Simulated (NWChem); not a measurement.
SiH₄Se; SMILES [SiH3][SeH]

Program: NWChem. All runs use the structure optimised with PBE0/def2-SVP. Vertical excitations in the gas phase; the lowest state need not have the same character in each row.

```
level                              lowest excitation, singlet (eV)  lowest state with f > 0.02, singlet (eV)  orbital gap (eV)
---------------------------------  -------------------------------  ----------------------------------------  ----------------
PBE/aug-cc-pVDZ, full TDDFT                             (withheld)                                (withheld)        (withheld)
B3LYP/aug-cc-pVDZ, full TDDFT                                 5.06                                      5.18              6.09
CAM-B3LYP/aug-cc-pVDZ, full TDDFT                             5.22                                      5.45              8.45
PBE0/aug-cc-pVDZ, full TDDFT                                  5.23                                      5.34              6.57
```

Task: Fill in the missing entries.

Result: 
- PBE/aug-cc-pVDZ, full TDDFT, lowest excitation, singlet (eV): 4.87
- PBE/aug-cc-pVDZ, full TDDFT, lowest state with f > 0.02, singlet (eV): 4.87
- PBE/aug-cc-pVDZ, full TDDFT, orbital gap (eV): 4.75
